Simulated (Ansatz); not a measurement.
The cluster Na3S⁺ (the lowest singlet isomer of a short search). The state is a singlet with charge 1. Geometry PBE0-D4/def2-TZVP, basis def2-TZVP, Ansatz.

```xyz
4

Na   -1.586    1.201    1.488
Na    1.797    1.256   -1.172
Na   -0.209   -2.457   -0.313
S    -0.002    0.000   -0.003
```

| run | HOMO (eV) | LUMO (eV) |
| --- | --- | --- |
| A | -8.27 | -4.38 |
| B | -8.11 | -4.72 |
| C | -9.17 | -4.04 |
| D | -10.42 | -2.99 |
| E | -7.33 | -5.03 |
| F | -7.36 | -4.25 |

B3LYP takes the VWN-RPA correlation. The structure comes from a short search, and lower isomers may exist.

Problem. The runs used B3LYP, BHLYP, PBE, PBE0, r2SCAN, ωB97X-V. Estimate which is which.

Solution. A PBE0 (25 % exact exchange); B B3LYP (20 % exact exchange); C BHLYP (50 % exact exchange); D ωB97X-V (range-separated); E PBE (0 % exact exchange); F r2SCAN (0 % exact exchange). Exact exchange lowers occupied and raises empty levels; among semilocal functionals meta-GGAs tend to open the gap a little, and such runs are hard to tell apart. The gap grows from 2.30 eV (PBE) to 7.43 eV (ωB97X-V).
